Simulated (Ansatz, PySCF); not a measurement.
Spin states of O2Pt (SMILES [O]=[Pt]=[O]), each relaxed with B3LYP-D3(BJ)/def2-TZVP.
State 1 (charge 0, multiplicity 1):
```tsv
atom	x (Å)	y (Å)	z (Å)
Pt	-0.0098	0.0148	-0.0220
O	1.2903	0.2215	-1.0951
O	-1.3137	-0.1889	1.0468
```
State 2 (charge 0, multiplicity 3):
```
atom    x (Å)    y (Å)    z (Å)
----  -------  -------  -------
Pt     0.2285  -0.1624   0.2337
O      1.1276   0.3031  -1.1869
O     -1.3892  -0.0933   0.8829
```

| level | energy of the multiplicity-3 state less that of the multiplicity-1 state (eV) | cost |
|---|---|---|
| SVWN5/def2-TZVPP | 1.541 | ×0.5 |
| PBE/def2-TZVPP | 1.292 | ×1 |
| PBE-D3(BJ)/def2-TZVPP | 1.292 | ×1 |
| PBE-D4/def2-TZVPP | 1.292 | ×1 |
| BLYP/def2-TZVPP | 1.277 | ×1 |
| BLYP-D3(BJ)/def2-TZVPP | 1.276 | ×1 |
| BLYP-D4/def2-TZVPP | 1.276 | ×1 |
| r2SCAN/def2-TZVPP | 1.183 | ×3 |
| r2SCAN-D3(BJ)/def2-TZVPP | 1.183 | ×3 |
| r2SCAN-D4/def2-TZVPP | 1.183 | ×3 |
| B97M-V/def2-TZVPP | 1.127 | ×5 |
| r2SCANh/def2-TZVPP | 1.107 | ×2 |
| B3LYP/def2-TZVPP | 1.148 | ×0.8 |
| B3LYP-D3(BJ)/def2-TZVPP | 1.147 | ×0.8 |
| B3LYP-D4/def2-TZVPP | 1.147 | ×0.8 |
| PBE0/def2-TZVPP | 1.098 | ×0.9 |
| PBE0-D3(BJ)/def2-TZVPP | 1.098 | ×0.9 |
| PBE0-D4/def2-TZVPP | 1.098 | ×0.9 |
| BHLYP/def2-TZVPP | 0.675 | ×2 |
| BHLYP-D3(BJ)/def2-TZVPP | 0.675 | ×2 |
| BHLYP-D4/def2-TZVPP | 0.675 | ×2 |
| CAM-B3LYP/def2-TZVPP | 1.129 | ×2 |
| CAM-B3LYP-D3(BJ)/def2-TZVPP | 1.129 | ×2 |
| CAM-B3LYP-D4/def2-TZVPP | 1.129 | ×2 |
| wB97X-V/def2-TZVPP | 1.129 | ×4 |
| wB97M-V/def2-TZVPP | 1.136 | ×5 |
| B2PLYP/def2-TZVPP | 2.634 | ×3 |
| B2PLYP-D3(BJ)/def2-TZVPP | 2.633 | ×3 |
| B2PLYP-D4/def2-TZVPP | 2.633 | ×3 |
| CCSD/def2-SVP | 1.118 | - |
| CCSD(T)/def2-SVP | 1.980 | ×10 |

The rows run from 0.675 (BHLYP-D3(BJ)/def2-TZVPP) to 2.634 eV (B2PLYP/def2-TZVPP). The dispersion term adds 0.000 in PBE-D3(BJ), 0.000 in PBE-D4, -0.001 in BLYP-D3(BJ). The 13 functionals in def2-TZVPP without D3 or D4 span 1.958, from BHLYP to B2PLYP.

Singlets are restricted, other states unrestricted; no spin–orbit coupling, no relativity up to Kr; see below for the cores. The largest T1 diagnostic is 0.066.

Correlated levels freeze the inner cores; with def2 sets outer-core shells near the valence are correlated too.

Doubts at one or more of the structures used: a restricted determinant that unrestricted orbitals would lower (B2PLYP/def2-TZVPP, B2PLYP-D3(BJ)/def2-TZVPP, B2PLYP-D4/def2-TZVPP, CCSD/def2-SVP, CCSD(T)/def2-SVP); T1 above 0.05 (CCSD/def2-SVP, CCSD(T)/def2-SVP).

Programs: Ansatz (Gaussian basis) for Hartree–Fock, density functionals and correlated methods; PySCF for the dispersion terms.  In def2 rows elements past Kr take small-core potentials, without spin–orbit coupling.

Costs are rough ratios of core time to PBE/def2-TZVPP (about 10 s over the structures, on one shared machine); a dash marks a level with no comparable run of its own.

Ansatz is an electronic-structure program.
